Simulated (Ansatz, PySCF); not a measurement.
System: C₃H₆S, charge 0, singlet. C3H6S (SMILES C1CSC1).
B3LYP-D3(BJ)/def2-TZVP minimum from Ansatz (a first-principles code):
```
C
H 1 1.0897
H 1 1.0913 2 108.40
C 1 1.5398 2 110.51 3 127.23
H 4 1.0876 1 116.43 2 -20.36
H 4 1.0895 5 109.53 1 130.61
C 1 1.5398 2 110.51 3 -127.23
H 7 1.0876 1 116.43 2 20.36
H 7 1.0895 8 109.53 1 -130.61
S 4 1.8489 5 114.13 6 125.09
```

Atomisation energy term by term, kcal/mol (programs: Ansatz). Open shells are spin-unrestricted; no spin-orbit coupling. Cores are frozen in correlated methods. Rows without X2C or -DK are non-relativistic. CBS(X,Y): correlation extrapolated as X^-3, Hartree-Fock from the larger set. A bracket is a step between two methods taken in the basis named. 'core' is core correlation in cc-pwCVTZ (1s frozen past Ne), 'X2C' scalar relativity in cc-pVTZ-DK, both at CCSD(T). For partners of very few electrons the exact lower level stands in for a higher one.

```
term                                                          basis  kcal/mol
-----------------------  ------------------------------------------  --------
Hartree-Fock                                            cc-pV(Q+d)Z    676.24
CCSD correlation                       CBS(cc-pV(T+d)Z,cc-pV(Q+d)Z)    226.14
(T)                                    CBS(cc-pV(T+d)Z,cc-pV(Q+d)Z)     15.40
CCSDT(Q) - CCSD(T)                                      cc-pV(D+d)Z      0.52
core correlation                                          cc-pwCVTZ      3.66
scalar relativity                                   X2C, cc-pVTZ-DK     -0.89
minus zero-point energy  Hessian by PySCF at B3LYP-D3(BJ)/def2-TZVP    -52.78
sum: D0                                                                 868.3
```
